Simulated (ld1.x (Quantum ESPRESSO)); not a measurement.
## Ranking ultrasoft potentials for sulfur

All share these settings but for the change named:

ld1.x (Quantum ESPRESSO) 7.5 input, shortened:

```
&input
   title='S', zed=16., rel=1, dft='PBE', iswitch=3,
   config='[Ne] 3s2 3p4'
 /
 &inputp
   pseudotype=3, tm=.true., lloc=-2, rcloc=1.05,
   nlcc=.false.
 /
4
3S  1  0   2.00   0.00  1.15  1.35  0.0
3S  1  0   0.00   2.45  1.15  1.35  0.0
3P  2  1   4.00   0.00  1.15  1.35  0.0
3P  2  1   0.00   3.75  1.15  1.35  0.0
 &test
   configts(1)='3s2 3p4'
 /
```

Cutoff: the first of the cutoffs (Ry, on a coarse ladder) from which the occupation-weighted sum of valence levels, in a spherical-Bessel basis at the reference potential, stays within 10 and 1 mRy of its value at 400 Ry; the density cutoff is not measured.

The base gives 18 Ry.

Of 8 variants that were run, those that failed, showed a ghost or another fault, or gave nearly equal values are left out.

A variant can come out equal or close to the base.

**Question.** Rank these variants from softest to hardest (loose cutoff).
A. waves 3p (bound): rcut 1.15, rcutus 1.22 bohr; 3p channel at 3.75 Ry: rcut 1.15, rcutus 1.22 bohr
B. waves 3p (bound): rcut 1.15, rcutus 2.00 bohr; 3p channel at 3.75 Ry: rcut 1.15, rcutus 2.00 bohr
C. waves 3p (bound): rcut 1.15, rcutus 1.56 bohr; 3p channel at 3.75 Ry: rcut 1.15, rcutus 1.56 bohr

**Answer.** B (18 Ry), C (21 Ry), A (30 Ry).
